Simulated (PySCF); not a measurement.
Compound: C5H14OSi2.
Numbering: `[CH3:1][CH2:2][CH2:3][C@@H:4]1[CH2:5][SiH2:6][O:7][SiH2:8]1` (hydrogens: H9, H10, H11 on C1; H12, H13 on C2; H14, H15 on C3; H16 on C4; H17, H18 on C5; H19, H20 on Si6; H21, H22 on Si8)

Computed with PySCF at PBE0/pcSseg-1, non-relativistic, on one gas-phase PBE0-D3(BJ)/def2-SVP geometry that isn't relaxed in the solvent. The solvent is an IEF-PCM continuum (cavity from Bondi-type radii × 1.2). Specific hydrogen bonds and non-electrostatic terms are outside this model.

Gas phase at PBE0/pcSseg-1: HOMO -8.03 eV, LUMO 0.37 eV, dipole 2.14 D.

What does the continuum do to the energy, the frontier levels and the dipole at PBE0/pcSseg-1 in chloroform and tetrahydrofuran?

```json
{"solvent": "chloroform", "ε": "4.711", "E(solvent) − E(gas) (kcal/mol)": "-1.79", "polarisation term (kcal/mol)": "-1.96", "distortion of the solute (kcal/mol)": "0.17", "HOMO (eV)": "-7.90", "LUMO (eV)": "0.40", "dipole (D)": "2.55"}
{"solvent": "tetrahydrofuran", "ε": "7.426", "E(solvent) − E(gas) (kcal/mol)": "-2.07", "polarisation term (kcal/mol)": "-2.31", "distortion of the solute (kcal/mol)": "0.24", "HOMO (eV)": "-7.89", "LUMO (eV)": "0.40", "dipole (D)": "2.61"}
```

The polarisation term is half the interaction of the solute with the surface charges that it induces; the rest is the cost of distorting the solute's density. The sum is the electrostatic part of solvation alone. From chloroform to tetrahydrofuran the lowering changes by a factor 1.16, Onsager's factor (ε − 1)/(2ε + 1) by 1.14 and ε itself by 1.6.

Which radius a makes the point-dipole formula ΔE = −[(ε − 1)/(2ε + 1)]·μ²/a³ give the value in tetrahydrofuran, with the gas-phase dipole?

μ = 0.843 au and |ΔE| = 0.00330 Eh give a = 2.35 Å; the farthest nucleus lies 4.47 Å from the centroid of the nuclei, so such a sphere wouldn't even hold the nuclei. The formula assumes a rigid point dipole at the centre of a sphere.

Which IAO charges (PBE0/pcSseg-1) respond most in chloroform (means over atoms taken as equivalent)?

| atoms | environment | gas (e) | solvent (e) | change |
| --- | --- | --- | --- | --- |
| O7 | siloxane oxygen | -0.866 | -0.878 | -0.012 |
| H18 | methylene hydrogen | +0.146 | +0.151 | +0.005 |
| H16 | methine hydrogen | +0.133 | +0.137 | +0.004 |
| H17 | methylene hydrogen | +0.141 | +0.145 | +0.004 |
| C1 | methyl carbon | -0.407 | -0.410 | -0.003 |
| H15 | methylene hydrogen | +0.123 | +0.125 | +0.002 |
| H14 | methylene hydrogen | +0.121 | +0.123 | +0.002 |
| H12 | methylene hydrogen | +0.127 | +0.129 | +0.002 |
| H22 | Si–H hydrogen | -0.133 | -0.135 | -0.002 |
| H19 | Si–H hydrogen | -0.146 | -0.148 | -0.002 |
| H20 | Si–H hydrogen | -0.136 | -0.138 | -0.002 |
| H21 | Si–H hydrogen | -0.146 | -0.147 | -0.001 |

Which Mayer bond orders change most in chloroform?

| bond | length (Å) | gas | solvent | change |
| --- | --- | --- | --- | --- |
| Si6–O7 | 1.681 | 0.914 | 0.904 | -0.010 |
| C5–Si6 | 1.894 | 0.907 | 0.916 | +0.009 |
| O7–Si8 | 1.681 | 0.919 | 0.910 | -0.009 |
| Si8–C4 | 1.906 | 0.866 | 0.874 | +0.008 |
| C5–H17 | 1.105 | 0.942 | 0.939 | -0.003 |
| C4–H16 | 1.108 | 0.924 | 0.922 | -0.002 |
| C5–H18 | 1.103 | 0.946 | 0.944 | -0.002 |
| C3–C4 | 1.526 | 1.013 | 1.014 | +0.001 |

How do the nuclear quadrupole coupling constants eQVzz/h respond in chloroform?

| nucleus | Q (barn) | gas (MHz) | solvent (MHz) | η gas | η solvent |
| --- | --- | --- | --- | --- | --- |
| 17O at O7 | -0.0256 | -5.83 | -5.79 | 0.40 | 0.40 |
